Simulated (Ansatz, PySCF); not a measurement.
Breaking the Ge3–C2 bond in C2H6GeO3 (SMILES C=[CH][Ge]([OH])([OH])[OH]) (multiplicity 1 held, fragments rigid). Energies count from the point at 1.925 Å.
Geometry at that point (charge 0, multiplicity 1):
```xyz
12

C      2.5334    -0.1396     0.5878
C      1.6582     0.0269    -0.3977
Ge    -0.2409     0.0081    -0.0824
O     -0.4506    -0.1310     1.6809
O     -1.1112     1.4403    -0.7016
O     -1.0809    -1.3179    -0.9122
H      2.2152    -0.3005     1.6108
H      3.6029    -0.1231     0.4064
H      1.9988     0.1849    -1.4153
H     -1.3000    -0.5167     1.9188
H     -0.9626     2.2309    -0.1727
H     -1.8533    -0.9900    -1.3866
```

R- and RO- levels are restricted; in cc, def2 and unpolarised 6-31G sets they are followed outwards from rest. U- levels take the lowest unrestricted solution at each point, which mixes spins at long bonds. Left out are points that failed, MP2 points that dive below the minimum, coupled-cluster points behind a jump of the amplitudes or a sharp parting from full CI or MRCI, small-basis points behind a change of solution, and semi-empirical points at long bonds. Levels need not reach the same state.

Rows in 3-21G, LANL2DZ carry no dispersion term and start afresh at each structure; the Pople sets are all-electron and without relativity. LANL2DZ brings its own core potentials from Na on.

Codes used: Ansatz (Gaussian basis) for Hartree–Fock, density functionals and correlated methods; PySCF for 3-21G rows, LANL2DZ rows. Values without a source in brackets are computed.

Energies in kJ/mol.

| R (Å) | R-HF/3-21G | U-PBE/cc-pVTZ | R-BP86/LANL2DZ | R-r2SCAN/cc-pVTZ | U-B3LYP/cc-pVTZ |
|---|---|---|---|---|---|
| 1.540 | 264 | 250 | 251 | 240 | 252 |
| 1.733 | 46 | 47 | 48 | 41 | 46 |
| 1.925 | 0 | 0 | 0 | 0 | 0 |
| 2.118 | 37 | 21 | 21 | 27 | 24 |
| 2.310 | 112 | 69 | 70 | 81 | 75 |
| 2.599 | 241 | 151 | 155 | 171 | 163 |
| 2.888 | 364 | 226 | 233 | 253 | 244 |
| 3.369 | 532 | 321 | 334 | 357 | 334 |
| 3.850 | 656 | 361 | 398 | 424 | 362 |
| 4.428 | 761 | 374 | 442 | 471 | 372 |
| 5.198 | 843 | 379 | left out | 501 | 375 |

Doubts at one or more of the structures used: a restricted determinant that unrestricted orbitals would lower (R-HF/3-21G, R-r2SCAN/cc-pVTZ); a spin-contaminated determinant (U-PBE/cc-pVTZ, U-B3LYP/cc-pVTZ).

Ansatz is a quantum-chemistry and plane-wave program.
